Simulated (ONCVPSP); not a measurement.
## Plane-wave convergence, ONCV potential for gallium (Ga)

Ga, optimised norm-conserving Vanderbilt (ONCV), made with ONCVPSP 4.0.1 (PBE, fully relativistic). Core [Ar] 3d10, reference 4s2 4p1. Waves: 4s: rc 2.05 bohr, ncon 4, nbas 9, qcut 2.8 1/bohr, 2 projectors, debl 2.9 Ha; 4p: rc 2.40 bohr, ncon 4, nbas 7, qcut 3 1/bohr, 2 projectors, debl 3.9 Ha; d scattering state at 0.02 Ha: rc 2.20 bohr, ncon 4, nbas 7, qcut 4 1/bohr, 2 projectors, debl 3.6 Ha. Local part: polynomial inside 1.80 bohr (lpopt 5, dvloc0 0 Ha). Core correction: Teter function, fcfact 2, rcfact 1.75.

Open shells are filled in proportion to 2j + 1.

Task: For each optimised wave give the share of its norm inside rc, the residual kinetic energy above qcut (Ha) and the cutoffs (Ha) for errors of 10, 1, 0.1 and 0.01 mHa per electron.

Result:

| wave | norm inside rc | residual KE | 10 mHa | 1 mHa | 0.1 mHa | 0.01 mHa |
| --- | --- | --- | --- | --- | --- | --- |
| 4s | 0.429 | 5.8e-03 | 3.2 | 19.5 | 53.6 | 63.9 |
| s projector 2 | 0.133 | 1.6e-01 | 11.7 | 56.7 | 71.8 | 80.5 |
| 4p j=3/2 | 0.278 | 3.0e-04 | 1.3 | 2.3 | 11.1 | 23.4 |
| p projector 2 j=3/2 | 0.171 | 1.4e-01 | 8.8 | 27.1 | 33.9 | 39.1 |
| 4p j=1/2 | 0.293 | 2.8e-04 | 1.4 | 2.4 | 10.9 | 23.4 |
| p projector 2 j=1/2 | 0.174 | 1.5e-01 | 8.7 | 26.7 | 33.8 | 39.0 |
| d projector 1 j=5/2 | 0.001 | 5.5e-05 | 0.0 | 0.4 | 6.5 | 27.5 |
| d projector 2 j=5/2 | 0.191 | 7.6e-01 | 47.2 | 61.0 | 86.3 | not reached |
| d projector 1 j=3/2 | 0.001 | 5.0e-05 | 0.0 | 0.4 | 6.3 | 26.6 |
| d projector 2 j=3/2 | 0.191 | 7.1e-01 | 47.0 | 60.6 | 84.5 | not reached |

The occupied waves need 20 Ha and 54 Ha for 1 and 0.1 mHa. Rows with under 1 % of the norm inside rc give no meaningful cutoff. The cutoffs count occupied waves only; projector 2 of the d channel, the hardest unoccupied one, needs 61 Ha at the loose tolerance. Note: no bound ghost flagged; GHOST(+) flagged for d5/2 at 82.6 eV, s at 125.6 eV, d3/2 at 425.6 eV, d5/2 at 430.1 eV. Its largest configuration-test error is -354 meV.
